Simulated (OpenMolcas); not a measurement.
An OpenMolcas run meant for Sc (ANO-RCC-VDZ, DKH2; inactive shells 1s 2s 2p 3s 3p; intended active space 3 electrons in 6 orbitals (3d 4s)). One step of its input:

```
&CASPT2
Multistate=10 1 2 3 4 5 6 7 8 9 10
Frozen=2 3
IPEA=-0.25
Imaginary=0.1
MaxIter=60
WThr=0.0 0.3 0.05
PrWF=0.5
NoMix
```

The run finished. Its levels beside those of a sound run (MS-CASPT2, IPEA 0.25 Eh, imaginary shift 0.1 Eh (closed shells correlated: 3s 3p)), in cm-1 above each run's lowest level:

```csv
Level,This run,Usual run
3d 4s2 2D 3/2,0.0,0.0
3d 4s2 2D 5/2,141,142
3d2 4s 4F 3/2,15261,14391
3d2 4s 4F 5/2,15304,14433
3d2 4s 4F 7/2,15363,14493
3d2 4s 4F 9/2,15440,14570
3d2 4s 2F 5/2,19518,20057
3d2 4s 2F 7/2,19653,20192
3d2 4s 4P 1/2,22430,21315
3d2 4s 4P 3/2,22456,21340
3d2 4s 4P 5/2,22495,21380
3d2 4s 2D 3/2,23908,22998
3d2 4s 2D 5/2,23917,23005
3d2 4s 2P 1/2,26543,25857
```

**Question.** Which setting is unsound, and how much does it matter here?

**Answer.** The IPEA shift is negative. Against the sound run the excited levels shown move by 800 cm-1 on average and by 1100 cm-1 at most.

CASPT2 does not keep the components of a term degenerate, so their means are used; among the terms shown or strongly mixed into the levels shown the widest spread is 1600 cm-1 (3d2 4s 2F, this run). Over all roots computed the reference weight is 0.90 to 0.95 in the sound run, 0.89 to 0.94 in this run; the roots of lowest weight are the least certain, and an intruder state may touch them. Some high roots are left out of the spin-orbit mixing, which shifts the levels that they would mix with. A single d shell beside an s shell can misplace configurations of different d count against each other. Only configurations of the active space appear.
